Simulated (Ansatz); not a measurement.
The cluster B₆H₂. The state is a singlet with charge 0. Geometry PBE0-D4/def2-SVP, basis def2-TZVP, Ansatz.

Cartesian coordinates in Å:
```
B 1.641 0.343 -0.265
B -0.163 -0.454 1.715
B -0.005 -0.011 0.049
B -1.552 -0.092 -0.683
B 1.277 -0.093 1.234
B -1.477 -0.466 0.873
H -2.057 0.087 -1.750
H 2.335 0.686 -1.174
```

```csv
run,HOMO (eV),LUMO (eV)
A,-7.23,-4.34
B,-6.21,-5.12
C,-6.43,-5.04
D,-6.79,-4.73
E,-6.26,-5.21
```

Another isomer (singlet) lies 0.16 eV lower at PBE0-D4/def2-TZVP; other spin states weren't run for this one.

**Question.** The runs used PBE, PBE0, r2SCAN, r2SCANh, revPBE. Estimate which is which.

**Answer.** A PBE0 (25 % exact exchange); B revPBE (0 % exact exchange); C r2SCAN (0 % exact exchange); D r2SCANh (10 % exact exchange); E PBE (0 % exact exchange). Exact exchange lowers occupied and raises empty levels; among semilocal functionals meta-GGAs tend to open the gap a little, and such runs are hard to tell apart. The gap grows from 1.05 eV (PBE) to 2.88 eV (PBE0).
